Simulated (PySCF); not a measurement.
Harmonic spectrum computed at PBE0 in the def2-TZVP basis family (core potentials from Rb on, PySCF, no spin–orbit coupling):

```tsv
ω (cm⁻¹)	IR (km/mol, summed over degenerate members)	degeneracy
115	0.0	2
137	1.6	3
396	0.0	1
511	443	3
```

Problem. Which molecule gave it? In each, all ligands are bound to the one heavy central atom.
A. SnCl₄ (singlet)
B. ZrCl₄ (singlet)
C. CCl₄ (singlet)
D. TiCl₄ (singlet)
E. MoCl₄ (triplet)

Solution. D. It has Td symmetry with Ti–Cl 2.163 Å (×4).
